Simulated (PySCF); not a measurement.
Molfile (atoms numbered from 1):
```
C5H5F3Si
     RDKit          3D

 14 14  0  0  0  0  0  0  0  0999 V2000
    2.4662    0.0798   -2.1704 F   0  0  0  0  0  0  0  0  0  0  0  0
    2.0210    0.7285   -0.7902 Si  0  0  0  0  0  4  0  0  0  0  0  0
    2.1121    2.2917   -1.0674 F   0  0  0  0  0  0  0  0  0  0  0  0
    3.2305    0.4435    0.2003 F   0  0  0  0  0  0  0  0  0  0  0  0
    0.3845    0.1344   -0.1584 C   0  0  0  0  0  0  0  0  0  0  0  0
    0.0567   -0.1473    1.1217 C   0  0  0  0  0  0  0  0  0  0  0  0
   -1.3626   -0.5853    1.2018 C   0  0  0  0  0  0  0  0  0  0  0  0
   -1.8077   -0.5158   -0.2201 C   0  0  0  0  0  0  0  0  0  0  0  0
   -0.7938   -0.1015   -0.9870 C   0  0  0  0  0  0  0  0  0  0  0  0
    0.7013   -0.0778    1.9783 H   0  0  0  0  0  0  0  0  0  0  0  0
   -1.9515    0.0690    1.8485 H   0  0  0  0  0  0  0  0  0  0  0  0
   -1.4522   -1.5948    1.6092 H   0  0  0  0  0  0  0  0  0  0  0  0
   -2.8021   -0.7691   -0.5371 H   0  0  0  0  0  0  0  0  0  0  0  0
   -0.8032    0.0441   -2.0513 H   0  0  0  0  0  0  0  0  0  0  0  0
  1  2  1  0
  2  3  1  0
  2  4  1  0
  2  5  1  0
  5  6  2  0
  6  7  1  0
  7  8  1  0
  8  9  2  0
  9  5  1  0
  6 10  1  0
  7 11  1  0
  7 12  1  0
  8 13  1  0
  9 14  1  0
M  END
```

PySCF 2.14 calculation with PBE0/pcSseg-1 with gauge-including orbitals and coordinates at the GFN2-xTB level; in vacuum, one conformer, non-relativistic Hamiltonian, fast rotation and ring inversion assumed for equivalent nuclei.

Predict the 2D correlation tables (HSQC, COSY, HMBC).

Results:



HSQC (one-bond C–H):
| δH | δC |
| --- | --- |
| 7.45 (H10) | 162.6 (C6) |
| 6.88 (H13) | 142.9 (C8) |
| 6.84 (H14) | 139.9 (C9) |
| 3.27 (H11/H12) | 48.3 (C7) |

COSY cross peaks (H two or three bonds apart, from the bond graph; peaks can be absent where the dihedral angle is near 90°):
| δH | δH |
| --- | --- |
| 7.45 (H10) | 3.27 (H11/H12) |
| 6.88 (H13) | 6.84 (H14) |
| 6.88 (H13) | 3.27 (H11/H12) |

HMBC (two and three bonds, from the bond graph):
| δH | δC |
| --- | --- |
| 7.45 (H10) | 142.9 (C8), 139.9 (C9), 135.5 (C5), 48.3 (C7) |
| 6.88 (H13) | 162.6 (C6), 139.9 (C9), 135.5 (C5), 48.3 (C7) |
| 6.84 (H14) | 162.6 (C6), 142.9 (C8), 135.5 (C5), 48.3 (C7) |
| 3.27 (H11/H12) | 162.6 (C6), 142.9 (C8), 139.9 (C9), 135.5 (C5) |

Chemical shifts δ = σref − σ; $^{1}$H (σ = 31.72 ppm), $^{13}$C (σ = 186.93 ppm) against TMS, all at this level.

Shifts are as computed. Against solution values, carbons near 30 ppm lie about +3 ppm off and those near 130 ppm about +5 ppm. Of 1211 compounds with measured shifts, 218 miss one by over three times the rms of a fit or turn the order of signals round; such compounds aren't used in these exercises.
